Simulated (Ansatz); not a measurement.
Task: Name a neutral molecule of Al, C and H with HOMO energy (ωB97M-V/def2-TZVPP) between -10.20 and -9.90 eV and size of the dipole moment (PBE/def2-TZVPP) between 0.65 and 0.95 D (Ansatz, PBE0-D4/def2-TZVP geometry).

Result: `C=[CH][AlH][CH3]` (-10.05 eV, 0.83 D); `[CH3][AlH][CH3]` (-10.00 eV, 0.71 D); `C#[C][AlH][CH3]` (-10.03 eV, 0.71 D). Other molecules can fit too; these were computed, each in one conformer that needn't be the lowest.
